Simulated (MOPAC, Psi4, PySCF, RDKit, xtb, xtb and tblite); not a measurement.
Two geometries of SMILES O=Cc1ccc(O)s1 (C₅H₄O₂S), relaxed at GFN2-xTB with one dihedral held; other torsions can differ between them too.

Structure A

```
12

O     -2.6011     0.0046    -1.9385
C     -2.1145    -0.5266    -0.9686
C     -0.8228    -0.2038    -0.4143
C      0.0672     0.7488    -0.8514
C      1.2312     0.8194    -0.0780
C      1.2194    -0.0744     0.9617
O      2.1634    -0.2955     1.8940
S     -0.2039    -1.0505     0.9811
H     -2.6457    -1.3281    -0.4196
H     -0.1365     1.3708    -1.7040
H      2.0421     1.5022    -0.2614
H      3.0413    -0.0776     1.5574
```

Structure B

```
12

O     -2.6019     0.0104    -1.9406
C     -2.1210    -0.5282    -0.9734
C     -0.8284    -0.2087    -0.4105
C      0.0641     0.7434    -0.8428
C      1.2330     0.7984    -0.0740
C      1.2361    -0.1131     0.9467
O      2.1701    -0.2702     1.9058
S     -0.2242    -1.0582     0.9804
H     -2.6544    -1.3334    -0.4323
H     -0.1386     1.3720    -1.6908
H      2.0467     1.4791    -0.2464
H      2.8232    -0.9435     1.6797
```

Problem. Which is lower in energy at the level Psi4 1.11 with DF-MP2 (frozen core)/cc-pVTZ // GFN2-xTB, and by how much?

Solution. A is lower, by 5.40 kJ/mol (dihedral S8–C6–O7–H12: 150° in A, 90° in B).

E(B) − E(A) in kJ/mol at the other levels, on the same two geometries: GFN2-xTB (xtb and tblite) 10.00; MMFF94 // GFN2-xTB (RDKit) 20.45; PBE/def2-SVP // GFN2-xTB (Psi4) 9.93; PBE-D3(BJ)/def2-SVP // GFN2-xTB (Psi4) 9.96; HF/cc-pVTZ // GFN2-xTB (Psi4) 6.32; UFF // GFN2-xTB (RDKit) 23.36; PM6, restricted, heats of formation // GFN2-xTB (MOPAC) 11.63; PM7, restricted, heats of formation // GFN2-xTB (MOPAC) 11.38; GFN1-xTB // GFN2-xTB (xtb) 8.70; restricted B3LYP/6-31G*, spherical d, density fitting // GFN2-xTB (PySCF) 7.56; restricted B3LYP/LANL2DZ, with its core potentials past Ne // GFN2-xTB (PySCF) 5.52; restricted B3LYP/3-21G // GFN2-xTB (PySCF) 7.58; restricted Hartree-Fock/STO-3G // GFN2-xTB (PySCF) 13.04.
